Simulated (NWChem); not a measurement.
# Correlation energy of HSi

```
Si
H 1 1.5402
```
Charge 0, spin multiplicity 2.

All runs are NWChem calculations. All single points use one geometry, from UPBE0/def2-SVP, a minimum by its harmonic frequencies.

Basis set: cc-pVDZ. Each correlation energy counts from its own Hartree-Fock reference.

The correlated methods keep 5 core orbitals frozen. This spin state was chosen for the runs; another may lie lower. The structure started from a generated list of species. The unpaired electrons of the parent sit in orbitals of symmetry b2 (C2v labels of the run); other states weren't searched. The stability of the SCF solutions was not checked. Open-shell Hartree-Fock references start from PBE0 orbitals. Coupled-cluster values serve here as a point of comparison, not as the truth.

**Question.** One of these methods gave a correlation energy of -64.8 mHa. Which?
(A) CCSD[T] on UHF
(B) CCSD on UHF
(C) SCS-UMP2
(D) URI-MP2

**Answer.** D, URI-MP2. The others give -89.3 (CCSD on UHF), -91.0 (CCSD[T] on UHF), -71.1 (SCS-UMP2).
